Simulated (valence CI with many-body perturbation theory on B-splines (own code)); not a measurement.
**Ne4+: electric-dipole lines**

Level of theory: valence CI with perturbative core correlation (CI+MBPT): four valence electrons over a frozen Dirac-Fock core [He], a basis of 11 s, 11 p, 10 d, 8 f, 5 g, 2 h functions for each j, with the one-electron correlation potential Σ1, the two-electron term Σ2, the three-electron term Σ3, Breit, model QED; selected CI, second order for the rest, scaled by the run's own slope (own B-spline code, finite nucleus).

Against 36 measured levels this calculation errs by 134 cm⁻¹ on average and by 368 at most. These come from a selection out of NIST levels in Podobedova, Fuhr, Reader and Wiese, J. Phys. Chem. Ref. Data 33, 525 (2004). Levels without a partner in it may be off by more. Among the levels kept, up to 1600 cm⁻¹ of a level comes from second order outside the variational space, and about a tenth of that is noise between levels of different J, which matters for small intervals. 6 measured levels below the end of the list, from 690000 cm⁻¹ on, found no clear computed partner, and computed levels of the same name lie up to 10356 cm⁻¹ from them.

Lines 351 to 400 of 456 in falling wavelength, among levels below 905270 cm⁻¹, chosen from the strongest by gf and those to the six lowest levels. Wavelengths and rates use the calculated energies, so an error of 100 cm⁻¹ moves a line at 147.2 Å by 0.015 % and its rate by three times that or more. Electric multipoles are in the length gauge, E1 and E2 with the static RPA response of the core. Weak lines are less certain than strong ones. Lines between different terms over intervals too small for the method are left out, as are lines whose strength nearly cancels. Where a level lies close to another of its J and parity, the split of strength between their lines is uncertain. The highest levels of a list are the least certain.

Names give the largest LS component (configuration and term), which can be under half, so a name can repeat, a term be missing and a line seem to break the LS rules; names also repeat where a configuration has a term twice. Letters in brackets count levels of one name in rising energy.

| λ vac (Å) | λ from measured levels | Upper | Lower | A (s⁻¹) | S (a.u.) |
| --- | --- | --- | --- | --- | --- |
| 154.6 |  | 2s2.2p.3d 1P°_1 | 2s2.2p2 1S_0 | 8.48e+10 | 4.64e-01 |
| 151.5 |  | 2s2.2p.3d 3F°_2 | 2s2.2p2 1D_2 | 2.57e+10 | 2.21e-01 |
| 151.3 |  | 2s2.2p.3d 1D°_2 | 2s2.2p2 1D_2 | 2.74e+10 | 2.34e-01 |
| 149.6 |  | 2s.2p2.3d 3D_2 [b] | 2s.2p3 3P°_1 | 2.65e+10 | 2.19e-01 |
| 149.6 |  | 2s.2p2.3d 3D_3 [b] | 2s.2p3 3P°_2 | 3.58e+10 | 4.14e-01 |
| 148.2 |  | 2s.2p2.3d 3P_2 [b] | 2s.2p3 3P°_2 | 3.49e+10 | 2.80e-01 |
| 147.2 | 147.1 | 2s2.2p.3d 1F°_3 | 2s2.2p2 1D_2 | 1.42e+11 | 1.56e+00 |
| 147.1 |  | 2s.2p2.3d 3S_1 | 2s.2p3 3P°_2 | 3.03e+10 | 1.43e-01 |
| 146.9 |  | 2s2.2p.3d 1P°_1 | 2s2.2p2 1D_2 | 3.01e+09 | 1.42e-02 |
| 144.0 |  | 2s.2p2.3d 3F_2 [b] | 2s.2p3 3D°_1 | 7.32e+10 | 5.40e-01 |
| 144.0 |  | 2s.2p2.3d 3F_3 [b] | 2s.2p3 3D°_2 | 7.75e+10 | 8.00e-01 |
| 144.0 |  | 2s.2p2.3d 3F_4 [b] | 2s.2p3 3D°_3 | 8.74e+10 | 1.16e+00 |
| 143.5 | 143.4 | 2s2.2p.3d 3D°_1 | 2s2.2p2 3P_2 | 1.83e+09 | 7.98e-03 |
| 143.4 | 143.4 | 2s2.2p.3d 3D°_2 | 2s2.2p2 3P_2 | 2.11e+10 | 1.53e-01 |
| 143.4 | 143.3 | 2s2.2p.3d 3D°_3 | 2s2.2p2 3P_2 | 1.31e+11 | 1.33e+00 |
| 143.3 | 143.3 | 2s2.2p.3d 3D°_1 | 2s2.2p2 3P_1 | 4.80e+10 | 2.09e-01 |
| 143.3 | 143.3 | 2s2.2p.3d 3D°_2 | 2s2.2p2 3P_1 | 1.09e+11 | 7.88e-01 |
| 143.2 | 143.2 | 2s2.2p.3d 3D°_1 | 2s2.2p2 3P_0 | 8.08e+10 | 3.51e-01 |
| 142.7 |  | 2s.2p2.3d 3D_1 [b] | 2s.2p3 3D°_1 | 5.92e+10 | 2.55e-01 |
| 142.7 |  | 2s.2p2.3d 3D_2 [b] | 2s.2p3 3D°_2 | 5.46e+10 | 3.91e-01 |
| 142.7 | 142.7 | 2s2.2p.3d 3P°_2 | 2s2.2p2 3P_2 | 6.75e+10 | 4.84e-01 |
| 142.7 |  | 2s.2p2.3d 3D_3 [b] | 2s.2p3 3D°_3 | 6.88e+10 | 6.91e-01 |
| 142.7 | 142.7 | 2s2.2p.3d 3P°_1 | 2s2.2p2 3P_2 | 3.29e+10 | 1.41e-01 |
| 142.6 | 142.6 | 2s2.2p.3d 3P°_2 | 2s2.2p2 3P_1 | 7.98e+09 | 5.71e-02 |
| 142.5 | 142.5 | 2s2.2p.3d 3P°_1 | 2s2.2p2 3P_1 | 2.54e+10 | 1.09e-01 |
| 142.5 | 142.4 | 2s2.2p.3d 3P°_0 | 2s2.2p2 3P_1 | 7.48e+10 | 1.07e-01 |
| 142.4 | 142.4 | 2s2.2p.3d 3P°_1 | 2s2.2p2 3P_0 | 1.69e+10 | 7.24e-02 |
| 141.4 |  | 2s.2p2.3d 5D_2 | 2s.2p3 5S°_2 | 1.34e+09 | 9.35e-03 |
| 141.4 |  | 2s.2p2.3d 5D_3 | 2s.2p3 5S°_2 | 1.92e+09 | 1.87e-02 |
| 141.4 |  | 2s.2p2.3d 3P_2 [b] | 2s.2p3 3D°_3 | 2.58e+10 | 1.80e-01 |
| 140.8 |  | 2s.2p2.3d 5P_3 | 2s.2p3 5S°_2 | 1.42e+11 | 1.36e+00 |
| 140.7 |  | 2s.2p2.3d 5P_2 | 2s.2p3 5S°_2 | 1.42e+11 | 9.77e-01 |
| 140.7 |  | 2s.2p2.3d 5P_1 | 2s.2p3 5S°_2 | 1.43e+11 | 5.90e-01 |
| 135.9 | 135.9 | 2s.2p2.3p 3S°_1 [a] | 2s2.2p2 3P_2 | 1.58e+10 | 5.89e-02 |
| 135.8 | 135.7 | 2s.2p2.3p 3S°_1 [a] | 2s2.2p2 3P_1 | 9.96e+09 | 3.69e-02 |
| 135.7 | 135.7 | 2s.2p2.3p 3S°_1 [a] | 2s2.2p2 3P_0 | 3.42e+09 | 1.26e-02 |
| 135.0 | 134.9 | 2s2.2p.4s 1P°_1 | 2s2.2p2 1S_0 | 2.78e+09 | 1.01e-02 |
| 132.1 |  | 2s.2p2.3p 3D°_2 [a] | 2s2.2p2 3P_2 | 5.44e+09 | 3.10e-02 |
| 132.1 |  | 2s.2p2.3p 3D°_1 [a] | 2s2.2p2 3P_1 | 9.74e+09 | 3.32e-02 |
| 132.1 |  | 2s.2p2.3p 3D°_3 [a] | 2s2.2p2 3P_2 | 2.44e+10 | 1.94e-01 |
| 132.0 |  | 2s.2p2.3p 3D°_2 [a] | 2s2.2p2 3P_1 | 1.89e+10 | 1.07e-01 |
| 132.0 |  | 2s.2p2.3p 3D°_1 [a] | 2s2.2p2 3P_0 | 1.40e+10 | 4.76e-02 |
| 130.8 | 130.8 | 2s.2p2.3p 3P°_1 [a] | 2s2.2p2 3P_2 | 9.13e+09 | 3.02e-02 |
| 130.8 | 130.7 | 2s.2p2.3p 3P°_2 [a] | 2s2.2p2 3P_2 | 1.62e+10 | 8.92e-02 |
| 130.7 | 130.7 | 2s.2p2.3p 3P°_0 [a] | 2s2.2p2 3P_1 | 2.06e+10 | 2.28e-02 |
| 130.7 | 130.7 | 2s.2p2.3p 3P°_1 [a] | 2s2.2p2 3P_1 | 5.28e+09 | 1.74e-02 |
| 130.7 | 130.6 | 2s.2p2.3p 3P°_2 [a] | 2s2.2p2 3P_1 | 4.68e+09 | 2.58e-02 |
| 130.6 | 130.6 | 2s.2p2.3p 3P°_1 [a] | 2s2.2p2 3P_0 | 6.32e+09 | 2.08e-02 |
| 129.8 |  | 2s.2p2.3p 1P°_1 [a] | 2s2.2p2 1S_0 | 2.26e+09 | 7.33e-03 |
| 129.1 | 129.0 | 2s2.2p.4s 1P°_1 | 2s2.2p2 1D_2 | 1.00e+10 | 3.20e-02 |
